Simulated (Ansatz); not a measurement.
Total energies of Pd₃H₄⁻ (the lowest doublet isomer of a short search) from Ansatz at r2SCAN-D4/def2-TZVPD, gas phase (1 Eh = 27.2114 eV = 2625.5 kJ/mol). The reference geometry is relaxed at PBE-D4/def2-TZVPD.

```xyz
7

Pd    0.472    0.961    0.474
Pd   -0.825   -0.333   -1.586
Pd    0.874   -1.712    0.016
H    -0.720   -1.714   -0.649
H     0.265    2.499    0.872
H     0.868   -0.640    1.289
H    -0.934    0.939   -0.416
```

```tsv
state	geometry	energy (Eh)
charge -1 doublet	reference	-386.34100
charge 0 singlet	reference	-386.26089
charge -1 quartet	relaxed at PBE-D4/def2-TZVPD	-386.30950
```

In the def2 sets Pd takes a core potential; there is no spin–orbit coupling.

**Question.** Work out the vertical ionisation energy to the singlet.

**Answer.** E(charge 0 singlet) − E(charge -1 doublet) = -386.26089 − (-386.34100) = 0.08011 Eh = 2.18 eV. For comparison, −ε of the highest occupied level of the spin that leaves is 0.01 eV at this level, 2.17 eV less.

**Question.** Which of the charge -1 states is lowest, and how far above it are the others?

**Answer.** The doublet. quartet: -386.30950 − (-386.34100) = 0.03150 Eh = 82.7 kJ/mol.

A triplet lies near this restricted singlet, and broken spin symmetry wasn't tried. At r2SCAN-D4/def2-TZVPD the highest occupied level of the charge -1 quartet lies above zero (up to 0.22 eV). It is a level of α spin, whose loss leaves a triplet; that state wasn't run at this geometry and level. The electron is either unbound and held by the finite basis, or the level is raised by self-interaction error. 

The structure comes from a short search, and lower isomers may exist.
